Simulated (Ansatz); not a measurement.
Isolated molecules relaxed with PBE0-D4/def2-TZVP in Ansatz; ΔE leaves out vibrations. CBS: MP2 limit from def2 TZ/QZ plus the TZ coupled-cluster correction, frozen cores. This one scheme is used for every species. DFT in def2-TZVPP. B3LYP here is the variant with VWN-RPA as its local correlation; programs differ in this. For Br outer-core shells are correlated without core-valence functions, which leaves a few kJ/mol of doubt a bond. Scalar relativity is left out up to krypton. One conformer a species, not always the lowest.

`N=C=C[SiH3]` + HBr → `N=C=CBr` + SiH₄  (substitution at a C–Si bond)

```
     level  ΔE (kJ/mol)
  B3LYP-D4         91.4
r2SCANh-D4         99.2
```

Task: What does CCSD(T)/CBS give? (Best estimate.)

Result: The calculation gave: +96.0 kJ/mol. The listed levels differ from it by -4.6, 3.2 kJ/mol.

Largest T1 diagnostic among the species: 0.015.

At CCSD(T), def2-SVP lies −3.6 kJ/mol from the extrapolated value and def2-TZVPP −3.8 kJ/mol. From BLYP to BHLYP (50 % exact exchange), in def2-TZVPP and without D4, ΔE moves by +10.8 kJ/mol.
